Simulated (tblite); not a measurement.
C2H5N2Si (doublet state).
Geometry (GFN2-xTB, Å), atoms numbered from 1 in this order:
```
atom  x, y, z in Å
C1    -0.815    2.885    0.375
C2    -0.478    1.733    0.430
Si3    0.065   -0.067    0.483
N4    -1.098   -1.132   -0.208
N5     1.515   -0.306   -0.411
H6     0.268   -0.437    1.881
H7    -1.240   -1.142   -1.205
H8    -1.977   -1.251    0.265
H9     1.475   -0.590   -1.376
H10    2.293    0.311   -0.256
```

Level: GFN2-xTB in tblite, geometry and Hessian alike; calculated harmonic values, unscaled, isolated species. The method is semi-empirical: single wavenumbers can be off by several per cent or more. Modes of hydrogen on silicon can be 10 to 20 % off. One conformer, not necessarily the lowest. Open shells enter through the occupations alone, without spin polarisation, and single modes of such species can be off by tens of per cent.

Harmonic wavenumbers (cm⁻¹): 90.2, 126.0, 146.0, 192.2, 225.0, 238.6, 270.7, 448.9, 519.2, 595.4, 608.0, 640.7, 780.4, 801.1, 884.0, 936.8, 1512.4, 1525.5, 2195.3, 2259.3, 3486.0, 3494.0, 3525.7, 3533.0.

A = 6253, B = 2948, C = 2246 MHz; mass 85.022 u (most abundant isotopes); point group C1, symmetry number 1; spin multiplicity 2.

Question: What is the zero-point energy?

Answer: ½Σν̃ = 14517 cm⁻¹ = 173.67 kJ/mol.

Question: Give the ideal-gas entropy at 298.15 K and 1 bar in the rigid-rotor, harmonic-oscillator model (classical rotation).

Answer: Translation 164.27, rotation 110.68, vibration 85.05, spin (R ln 2) 5.76: S = 365.8 J/(mol K).

Question: And Cp and H(298.15 K) − H(0)?

Answer: Cp = 121.05 J/(mol K), of which vibrations give 87.79 (their classical limit is 24 R = 199.5); H(298.15 K) − H(0) = 23.97 kJ/mol without the zero-point energy, 14.06 from vibrations.

Question: Blend soft modes into free rotors: weight 1/[1 + (100 cm⁻¹/ν̃)⁴] for the oscillator and the rest for a rotor with moment μB/(μ + B), μ = h/(8π²ν), B = 10⁻⁴⁴ kg m². What vibrational entropy results?

Answer: 82.73 J/(mol K) in place of 85.05, which changes −T·S at 298.15 K by +0.69 kJ/mol.

Question: How do the functions run with temperature in this model?

Answer: 
```json
{"T (K)": "100", "S (J/(mol K))": "264.8", "Cp (J/(mol K))": "68.1", "H − H(0) (kJ/mol)": "4.71", "G − H(0) (kJ/mol)": "-21.77", "ln q(vib)": "0.79"}
{"T (K)": "200", "S (J/(mol K))": "322.0", "Cp (J/(mol K))": "98.7", "H − H(0) (kJ/mol)": "13.13", "G − H(0) (kJ/mol)": "-51.26", "ln q(vib)": "2.66"}
{"T (K)": "300", "S (J/(mol K))": "366.5", "Cp (J/(mol K))": "121.4", "H − H(0) (kJ/mol)": "24.20", "G − H(0) (kJ/mol)": "-85.76", "ln q(vib)": "4.59"}
{"T (K)": "500", "S (J/(mol K))": "435.8", "Cp (J/(mol K))": "149.5", "H − H(0) (kJ/mol)": "51.58", "G − H(0) (kJ/mol)": "-166.34", "ln q(vib)": "8.18"}
{"T (K)": "800", "S (J/(mol K))": "511.7", "Cp (J/(mol K))": "173.2", "H − H(0) (kJ/mol)": "100.30", "G − H(0) (kJ/mol)": "-309.09", "ln q(vib)": "12.76"}
{"T (K)": "1000", "S (J/(mol K))": "551.6", "Cp (J/(mol K))": "184.2", "H − H(0) (kJ/mol)": "136.08", "G − H(0) (kJ/mol)": "-415.53", "ln q(vib)": "15.37"}
```

q(vib) and H(0) count from the zero-point level.

Hindered rotation and anharmonicity are outside this model. Other conformers, if any are populated, would add a mixing term that is left out.
